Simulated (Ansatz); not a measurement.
`[NH2][Ga]([Cl])[Br]` and `[NH2][Ga]([Cl])[O][SiH3]` differ in one atom or group.

Ansatz, PBE0-D4/def2-TZVP geometries, multiplicity 1. Each molecule was computed in one conformer, which needn't be the lowest.

Scalar relativity is left out up to krypton.

| property | `[NH2][Ga]([Cl])[Br]` |
| --- | --- |
| LUMO energy (PBE/def2-TZVPP) / eV | -2.07 |
| ideal-gas entropy at 298 K and 1 bar (rigid rotor, harmonic PBE0-D4/def2-TZVP) / J/(mol·K) | 366 |
| size of the dipole moment (B3LYP/def2-TZVPP) / D | 2.50 |
| HOMO energy (ωB97M-V/def2-TZVPP) / eV | -10.37 |
| HOMO–LUMO gap (PBE/def2-TZVPP) / eV | 4.55 |
| HOMO energy (PBE0/def2-TZVPP) / eV | -8.02 |

Question: Give the same properties after the change, and the shifts. (Best estimate.)

Answer: Computed: 
| property | `[NH2][Ga]([Cl])[O][SiH3]` | shift |
| --- | --- | --- |
| LUMO energy (PBE/def2-TZVPP) / eV | -1.87 | 0.20 |
| ideal-gas entropy at 298 K and 1 bar (rigid rotor, harmonic PBE0-D4/def2-TZVP) / J/(mol·K) | 412 | 46 |
| size of the dipole moment (B3LYP/def2-TZVPP) / D | 2.33 | -0.17 |
| HOMO energy (ωB97M-V/def2-TZVPP) / eV | -10.35 | 0.02 |
| HOMO–LUMO gap (PBE/def2-TZVPP) / eV | 4.68 | 0.13 |
| HOMO energy (PBE0/def2-TZVPP) / eV | -7.97 | 0.05 |

With PBE0 the HOMO rises by 0.05 eV and the LUMO rises by 0.21 eV, so the gap widens by about 0.16 eV. PBE moves the HOMO by 0.07 eV and ωB97M-V by 0.02 eV. The zero-point energy changes by 75.5 kJ/mol with +12 modes. Dipoles are sizes alone; their direction can turn. Modes under 60 cm⁻¹, often nearly free rotors, make the harmonic entropy too high.

B3LYP here is the variant with VWN-RPA as its local correlation; programs differ in this.

Spin–orbit coupling is left out; it splits and shifts lone-pair levels of the heavy atoms by tenths of an eV.
